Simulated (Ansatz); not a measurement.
Reaction (formal exchange of groups at the In–I bond): `[In][I]` + `Clc1ccsc1` → `[Cl][In]` + `Ic1ccsc1`

Calculated with Ansatz (gas phase, PBE0-D4/def2-TZVP geometries, no zero-point term in ΔE). CCSD(T)/CBS is the MP2 limit (def2-TZVPP, def2-QZVPP) plus CCSD(T) − MP2 in def2-TZVPP, frozen cores. DFT in def2-TZVPP. HSE06 is defined as in plane-wave codes. def2 core potentials past Kr. For I, In outer-core shells are correlated without core-valence functions, which leaves a few kJ/mol of doubt a bond.

```json
{"level": "HSE06-D4", "ΔE (kcal/mol)": "3.5"}
{"level": "CCSD/CBS(def2)", "ΔE (kcal/mol)": "1.3"}
```

(1) What does CCSD(T)/CBS give? (An estimate is asked.)

Largest T1 diagnostic among the species: 0.015.

Results:

(1) Ansatz gave: +0.8 kcal/mol. The listed levels differ from it by 2.7, 0.5 kcal/mol.

At CCSD(T), def2-SVP lies +3.6 kcal/mol from the extrapolated value and def2-TZVPP −0.6 kcal/mol. The D4 term adds −0.7 kcal/mol with B3LYP and −0.4 kcal/mol with PBE0; it sums over pairs of atoms, weighted by their polarisabilities, and B3LYP, whose exchange is more repulsive, gets the larger term.

B3LYP here is the variant with VWN-RPA as its local correlation; programs differ in this.
